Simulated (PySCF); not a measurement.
SMILES CC(C)[CH]C(C)O (C₆H₁₃O), doublet (GFN2-xTB optimised geometry):

```
20

C      1.800     1.566     3.148
C      0.858     0.581     2.456
C     -0.494     0.535     3.203
C      0.646     0.953     1.038
C      0.116     0.028     0.000
C      0.546    -1.425     0.167
O     -1.323     0.028     0.000
H      1.382     2.570     3.130
H      2.765     1.586     2.646
H      1.956     1.277     4.185
H      1.294    -0.422     2.511
H     -0.942     1.526     3.226
H     -1.178    -0.144     2.701
H     -0.344     0.195     4.225
H      0.640     2.006     0.797
H      0.451     0.387    -0.991
H      0.126    -1.836     1.080
H      1.630    -1.495     0.196
H      0.171    -2.006    -0.671
H     -1.630     0.941     0.000
```

Method: unrestricted PBE0/def2-SVP (PySCF).

Task: What are the frontier orbital energies (α orbitals alone; a β orbital can be the lowest empty one) and the dipole moment?

Result: HOMO-2 -9.01 eV, HOMO-1 -7.56 eV, HOMO -5.79 eV, LUMO 1.74 eV, LUMO+1 2.19 eV; dipole moment 1.28 D.

On the same geometry unrestricted PBE/def2-SVP (PySCF) gives HOMO-2 -7.50 eV, HOMO-1 -5.85 eV, HOMO -4.34 eV, LUMO 0.87 eV, LUMO+1 1.29 eV; dipole moment 1.13 D.

Meta-Löwdin charges at PBE0/def2-SVP: C1 -0.30, C2 -0.05, C3 -0.30, C4 -0.12, C5 0.14, C6 -0.30, O7 -0.53, H8 0.09, H9 0.10, H10 0.10, H11 0.09, H12 0.09, H13 0.11, H14 0.09, H15 0.09, H16 0.08, H17 0.10, H18 0.10, H19 0.11, H20 0.31.
